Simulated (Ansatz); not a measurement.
Two isomers of C2H4AlN: A = `C[C]1=[N][AlH]1`, B = `C=C=[N][AlH2]`.

Gas-phase electronic energies from Ansatz, PBE0-D4/def2-TZVP geometries. CCSD(T)/CBS is the MP2 limit (def2-TZVPP, def2-QZVPP) plus CCSD(T) − MP2 in def2-TZVPP, frozen cores. DFT in def2-TZVPP. B3LYP here is the variant with VWN-RPA as its local correlation; programs differ in this.

A:

```xyz
8

C     0.026   -0.020    1.327
C     0.071   -0.056   -0.155
N     0.885   -0.705   -0.917
Al   -0.303    0.240   -1.938
H    -0.946   -0.374    1.681
H     0.822   -0.644    1.745
H     0.138    1.009    1.680
H    -0.693    0.550   -3.423
```

B:

```xyz
8

C     0.449   -1.922   -0.785
C     0.171   -0.734   -0.300
N    -0.082    0.349    0.143
Al   -0.455    1.948    0.796
H     1.369   -2.083   -1.329
H    -0.242   -2.741   -0.642
H     0.606    3.085    0.542
H    -1.816    2.099    1.575
```

Question: Which isomer does CCSD(T)/CBS put lower? Give the gap. (Best estimate.)

Answer: Computed: B, by 94.6 kJ/mol.

Question: Give E(B) − E(A) in kJ/mol with B3LYP-D4, r2SCAN-D4, BLYP-D4, HF/def2-TZVPP, PBE0-D4, MP2/def2-TZVPP, CCSD(T)/def2-SVP. (Best estimate.)

Answer: Computed: B3LYP-D4 -121.7, r2SCAN-D4 -108.6, BLYP-D4 -123.9, HF/def2-TZVPP -136.7, PBE0-D4 -99.9, MP2/def2-TZVPP -99.4, CCSD(T)/def2-SVP -99.8. None reverses the order clearly.

Question: Does the order hold for the free energy at 298.15 K (harmonic terms from PBE0-D4)? (Estimate.)

Answer: Ansatz gave: Yes: G(B) − G(A) = -107.3 kJ/mol.

Largest T1 diagnostic: 0.017.

In def2-TZVPP, CCSD(T) changes the Hartree–Fock value by +37.6 kJ/mol (the triples alone add +4.8 kJ/mol) and MP2 by +37.2 kJ/mol. At CCSD(T), def2-SVP lies −5.1 kJ/mol from the extrapolated value and def2-TZVPP −4.5 kJ/mol.
